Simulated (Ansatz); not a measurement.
Species: H5NSi2, SMILES `[SiH2]=N[SiH3]` (charge 0, multiplicity 1), formula H₅NSi₂.

Task: How many basis functions does Ansatz (an electronic-structure program) with frozen-core CCSD(T)/cc-pVTZ // CAM-B3LYP-D3(BJ)/def2-TZVP use, how many core orbitals are frozen, and how many electrons are correlated?

Result: 168 basis functions and 11 frozen orbitals, which leaves 18 correlated electrons. Core time is of the order of seconds.
